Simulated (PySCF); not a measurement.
# Electron correlation in Gd(3+) (gadolinium, charge +3)

Starting occupation: [Xe] 4f7, 4f5/2 with m_j = -5/2, -3/2, -1/2, +1/2, +3/2, +5/2, 4f7/2 with m_j = +7/2. Computed with PySCF 2.14 in x2c-TZVPPall-2c, with X2C-1e with screened-nucleus spin-orbit coupling, Gaussian nucleus. Frozen: [Ar] 3d10; 33 electrons correlated; the 18 highest virtual spinors left out.

MP2 pair energies summed by pair of shells (mhartree):

```tsv
pair	energy	share (%)
4d-4f	-257.31	20.2
4d-4d	-170.49	13.4
4f-5p	-146.97	11.5
5p-5p	-123.66	9.7
4f-4f	-119.01	9.3
4d-5p	-108.42	8.5
4d-4p	-96.07	7.5
4f-4p	-48.98	3.8
5p-5s	-34.72	2.7
4d-5s	-31.73	2.5
4f-5s	-29.68	2.3
4p-4p	-23.25	1.8
4d-4s	-22.36	1.8
4p-5p	-15.66	1.2
4p-4s	-12.56	1.0
4f-4s	-12.38	1.0
4p-5s	-8.01	0.6
5s-5s	-6.24	0.5
4s-5p	-2.62	0.2
4s-4s	-1.96	0.2
4s-5s	-1.12	0.1
```

Total MP2 correlation energy: -1273.2 mhartree.

The GHF reference relaxed away from the jj start to a determinant that is no pure jj level (⟨S²⟩ = 15.68, ⟨J²⟩ = 15.76); the energies belong to that determinant.

This basis was not built for core-valence correlation, so the inner-shell part is incomplete.
